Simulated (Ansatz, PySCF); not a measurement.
Stepwise substitution at one centre (B Br-NH2). Isolated molecules, 0 K electronic values unless said otherwise. Strings in code marks are SMILES.

Quantity: redistribution energy (mixed species minus the weighted end members), in kcal/mol.

Level 1: frozen-core MP2/cc-pVTZ // B3LYP-D3(BJ)/def2-TZVP (Ansatz, a program for electronic structure)
Level 2: PBE/6-31G* // B3LYP-D3(BJ)/def2-TZVP (PySCF)
Level 3: frozen-core MP2/6-31G* // B3LYP-D3(BJ)/def2-TZVP (PySCF)
Level 4: HF/cc-pVTZ // B3LYP-D3(BJ)/def2-TZVP (Ansatz)

```json
[
 {"species": "1 of 3 Br replaced by NH2: `NB(Br)Br`", "level 2": "-11.4", "level 3": "-12.2", "level 4": "-11.2"},
 {"species": "2 of 3 Br replaced by NH2: `BrB(N)N`", "level 2": "-11.3", "level 3": "-11.6", "level 4": "-10.9"}
]
```

Q: What does level 1 give for each?

A: 
- 1 of 3 Br replaced by NH2: `NB(Br)Br`: -10.0
- 2 of 3 Br replaced by NH2: `BrB(N)N`: -9.45
